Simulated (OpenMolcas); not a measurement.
An OpenMolcas run meant for Sn III (ANO-RCC-VTZP, DKH2; inactive shells 1s 2s 2p 3s 3p 3d 4s 4p 4d; intended active space 2 electrons in 8 orbitals (5s 5p 6s 6p)). One step of its input:

```
&CASPT2
Multistate=1 1
Frozen=9 9
IPEA=-0.25
Imaginary=0.1
MaxIter=60
WThr=0.0 0.3 0.05
PrWF=0.5
NoMix
```

The run finished. Its levels beside those of a sound run (SS-CASPT2, IPEA 0.25 Eh, imaginary shift 0.1 Eh (closed shells correlated: 4d)), in cm-1 above each run's lowest level:

```csv
Level,This run,Usual run
5s2 1S0,0.0,0.0
5s 5p 3P* 0,52977,53377
5s 5p 3P* 1,54387,54797
5s 5p 3P* 2,57710,58111
5s 5p 1P* 1,76800,78566
```

Question: Which setting is unsound, and how much does it matter here?

Answer: The IPEA shift is negative. Against the sound run the excited levels shown move by 740 cm-1 on average and by 1800 cm-1 at most.

Some high roots are left out of the spin-orbit mixing, which shifts the levels that they would mix with. Active for correlation alone: 6p 6s; no level in the range computed is led by a configuration that fills them, so any true level of that kind is missing. Levels of configurations outside the active space are missing.

* marks odd parity.
